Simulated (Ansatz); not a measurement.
`[SiH3][C@@H]1N[Si@H]1Cl`. Total charge 0; spin multiplicity 1.

```xyz
11

Si    0.5890    1.4518    0.7799
C     0.4788   -0.2130   -0.0450
N    -0.3226   -0.2204   -1.3519
Si   -1.0169   -1.2445   -0.1921
Cl   -0.7848   -3.2694   -0.2998
H     1.3948    2.4057   -0.0311
H    -0.7779    2.0109    0.9488
H     1.2251    1.3052    2.1181
H     1.3953   -0.8084   -0.0558
H     0.1826   -0.4760   -2.1870
H    -2.3634   -0.9419    0.3159
```

**Question.** What are the harmonic wavenumbers in cm⁻¹ at PBE0-D4/def2-TZVP (Ansatz, finite differences of forces, unscaled)? (Best estimate.)

**Answer.** Ansatz gave: 105, 120, 147, 207, 267, 472, 513, 574, 634, 655, 712, 750, 805, 850, 924, 932, 939, 958, 1051, 1089, 1277, 2212, 2216, 2228, 2300, 3086, 3619.

**Question.** Is this a minimum?

**Answer.** Yes, all 27 modes are real.

**Question.** Give the ideal-gas thermochemistry at 298.15 K and 1 bar (rigid rotor, harmonic oscillator; point group C1, symmetry number 1).

**Answer.** Zero-point energy 177.3 kJ/mol; H(298) − E = 199.3 kJ/mol; entropy 357.6 J/(mol·K), of which translation 168.9, rotation 117.3, vibration 71.3; G(298) − E = 92.7 kJ/mol.

**Question.** And at 400, 500, 600, 800 and 1000 K?

**Answer.** 
| T (K) | H − E (kJ/mol) | S (J/mol/K) | G − E (kJ/mol) |
| --- | --- | --- | --- |
| 400 | 212.6 | 395.8 | 54.3 |
| 500 | 227.9 | 429.8 | 13.0 |
| 600 | 244.8 | 460.6 | -31.6 |
| 800 | 282.1 | 514.2 | -129.2 |
| 1000 | 322.9 | 559.7 | -236.7 |
